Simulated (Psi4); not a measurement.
AlF3, singlet, geometry from GFN2-xTB (such geometries of metal compounds can be far from the true shape); PBE/STO-3G run with Psi4.

Input for Psi4:
```
memory 2 GB

molecule mol {
0 1
Al    0.000000   -0.000000   -0.000000
F    -0.020933    1.630854    0.037916
F     1.423183   -0.797103   -0.027175
F    -1.402250   -0.833751   -0.010741
}

set {
  basis sto-3g
  reference rks
  level_shift 0.3
}

energy('pbe')
print_variables()
```

Output, abridged:

```
   => Loading Basis Set <=

    Name: STO-3G
    Role: ORBITAL
    Keyword: BASIS

         ---------------------------------------------------------
                                   SCF
               by Justin Turney, Rob Parrish, Andy Simmonett
                          and Daniel G. A. Smith
                              RKS Reference
         ---------------------------------------------------------

  ==> Geometry <==

    Molecular point group: cs
    Full point group: Cs

    Geometry (in Angstrom), charge = 0, multiplicity = 1:

       Center              X                  Y                   Z               Mass
    ------------   -----------------  -----------------  -----------------  -----------------
         AL          -0.000000000000    -0.000000000000     0.000000000000    26.981538530000
         F            1.631294693176     0.020933391418     0.000000000000    18.998403162730
         F           -0.797518605667    -1.423209611525     0.000000000000    18.998403162730
         F           -0.833776087509     1.402276220108     0.000000000000    18.998403162730

  Running in cs symmetry.

  Rotational constants: A =      0.22226  B =      0.22226  C =      0.11113 [cm^-1]
  Rotational constants: A =   6663.04109  B =   6663.03834  C =   3331.51986 [MHz]
  Nuclear repulsion =  159.358870764234865

  Charge       = 0
  Multiplicity = 1
  Electrons    = 40
  Nalpha       = 20
  Nbeta        = 20

  ==> Algorithm <==

  SCF Algorithm Type is DF.
  DIIS enabled.
  MOM disabled.
  Fractional occupation disabled.
  Guess Type is SAD.
  Energy threshold   = 1.00e-06
  Density threshold  = 1.00e-06
  Integral threshold = 1.00e-12

  ==> Primary Basis <==

  Basis Set: STO-3G
    Blend: STO-3G
    Number of shells: 14
    Number of basis functions: 24
    Number of Cartesian functions: 24
    Spherical Harmonics?: true
    Max angular momentum: 1

  ==> DFT Potential <==

   => LibXC <=

    Version 7.1.2
    S. Lehtola, C. Steigemann, M. J. T. Oliveira, and M. A. L. Marques,  SoftwareX 7, 1–5 (2018) (10.1016/j.softx.2017.11.002)

   => Composite Functional: PBE <=

    PBE GGA Exchange-Correlation Functional

    J.P. Perdew et. al., Phys. Rev. Lett., 77(18), 3865-3868, 1996

    Deriv               =              1
    GGA                 =           TRUE
    Meta                =          FALSE

    Exchange Hybrid     =          FALSE
    MP2 Hybrid          =          FALSE

   => Exchange Functionals <=

    1.0000     XC_GGA_X_PBE

   => Correlation Functionals <=

    1.0000     XC_GGA_C_PBE

   => LibXC Density Thresholds  <==

    XC_GGA_C_PBE:  1.00E-12
    XC_GGA_X_PBE:  1.00E-15

   => Molecular Quadrature <=

    Radial Scheme          =       TREUTLER
    Pruning Scheme         =           NONE
    Nuclear Scheme         =       TREUTLER

    Blocking Scheme        =         OCTREE
    BS radius alpha        =              1
    Pruning alpha          =              1
    Radial Points          =             75
    Spherical Points       =            302
    Total Points           =          85223
    Total Blocks           =            712
    Max Points             =            255
    Max Functions          =             22
    Weights Tolerance      =       1.00E-15

   => Loading Basis Set <=

    Name: (STO-3G AUX)
    Role: JKFIT
    Keyword: DF_BASIS_SCF

  ==> Integral Setup <==

  SCF_SUBTYPE=INCORE selected. In-core MEM_DF algorithm will be used.
  Using in-core AOs.

  ==> MemDFJK: Density-Fitted J/K Matrices <==

    J tasked:                   Yes
    K tasked:                    No
    wK tasked:                   No
    Algorithm:                 Core
    Schwarz Cutoff:           1E-12
    Mask sparsity (%):       2.0833
    Fitting Condition:        1E-10

   => Auxiliary Basis Set <=

  Basis Set: (STO-3G AUX)
    Blend: DEF2-UNIVERSAL-JKFIT
    Number of shells: 113
    Number of basis functions: 359
    Number of Cartesian functions: 434
    Spherical Harmonics?: true
    Max angular momentum: 4

  Minimum eigenvalue in the overlap matrix is 4.0300112294E-01.
  Reciprocal condition number of the overlap matrix is 2.4398666935E-01.
    Using symmetric orthogonalization.

  ==> Pre-Iterations <==

  SCF Guess: Superposition of Atomic Densities via on-the-fly atomic UHF (no occupation information).

   -------------------------
    Irrep   Nso     Nmo
   -------------------------
     A'        19      19
     A"         5       5
   -------------------------
    Total      24      24
   -------------------------

  ==> Iterations <==

                           Total Energy        Delta E     RMS |[F,P]|

   @DF-RKS iter SAD:  -533.22288132182985   -5.33223e+02   0.00000e+00
   @DF-RKS iter   1:  -534.24504583249950   -1.02216e+00   1.78942e-02 ADIIS/DIIS/SHIFT
   @DF-RKS iter   2:  -534.32675891612450   -8.17131e-02   1.06514e-02 ADIIS/DIIS/SHIFT
   @DF-RKS iter   3:  -534.35013202536538   -2.33731e-02   3.72368e-03 ADIIS/DIIS
   @DF-RKS iter   4:  -534.35420809303423   -4.07607e-03   6.34331e-05 DIIS
   @DF-RKS iter   5:  -534.35420856462338   -4.71589e-07   2.39635e-05 DIIS
   @DF-RKS iter   6:  -534.35420873397470   -1.69351e-07   4.43833e-07 DIIS
  Energy and wave function converged.

  ==> Post-Iterations <==

   Electrons on quadrature grid:
      Ntotal   =   40.0000111754 ; deviation = 1.118e-05

    Orbital Energies [Eh]
    ---------------------

    Doubly Occupied:

[...]
    Virtual:

[...]
      19Ap     0.467058

    Final Occupation by Irrep:
             Ap   App
    DOCC [    16,    4 ]
    NA   [    16,    4 ]
    NB   [    16,    4 ]

  @DF-RKS Final Energy:  -534.35420873397470

   => Energetics <=

    Nuclear Repulsion Energy =            159.3588707642348652
    One-Electron Energy =               -1070.4783498110305118
    Two-Electron Energy =                 426.9816061743492810
    DFT Exchange-Correlation Energy =     -50.2163358615283855
    Empirical Dispersion Energy =           0.0000000000000000
    VV10 Nonlocal Energy =                  0.0000000000000000
    Total Energy =                       -534.3542087339747013

Computation Completed

Properties will be evaluated at   0.000000,   0.000000,   0.000000 [a0]

Properties computed using the SCF density matrix

 Multipole Moments:

 ------------------------------------------------------------------------------------
     Multipole            Electronic (a.u.)      Nuclear  (a.u.)        Total (a.u.)
 ------------------------------------------------------------------------------------

 L = 1.  Multiply by 2.5417464519 to convert [e a0] to [Debye]
 Dipole X            :          0.0000064           -0.0000000            0.0000064
 Dipole Y            :         -0.0000078            0.0000000           -0.0000078
 Dipole Z            :          0.0000000            0.0000000            0.0000000
 Magnitude           :                                                    0.0000101

 ------------------------------------------------------------------------------------

  Variable Map:
  ----------------------------------------------------------------------------
[...]
  Array Variable Map:
  ----------------------------------------------------------------------------
[...]
[...]
```
